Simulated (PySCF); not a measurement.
**How methods differ on the ionisation energy of B⁺**

B⁺ [He] 2s2 (1S) → B²⁺ [He] 2s1 (2S), as a difference of total energies. All numbers are calculated (PySCF 2.14, no relativity, point nucleus, in dyall-av2z). Correlated levels: valence: 1s2 frozen; virtual orbitals above 40 to 60 times the deepest correlated orbital energy dropped. The calculations carry no spin-orbit coupling.

```
           method  ionisation energy (eV)
              UHF                  23.437
              LDA                  24.548
              PBE                  24.614
             PBE0                  24.567
           r2SCAN                  24.250
          LC-wPBE                  24.687
        BHandHLYP                  24.560
           PBEsol                  24.417
            TPSSh                  24.650
    MP2 (valence)                  24.398
SCS-MP2 (valence)                  24.591
```

Task: How much does correlation contribute at MP2 (valence)?

Result: 24.398 − (23.437) = 0.961 eV, measured against UHF.

Errors of the correlated levels include the incompleteness of this basis and the frozen core.

MP2 underrates the near-degeneracy of ns² with np² in the lower species.

For comparison: 25.155 eV (measured; NIST Atomic Spectra Database, ionization energies).
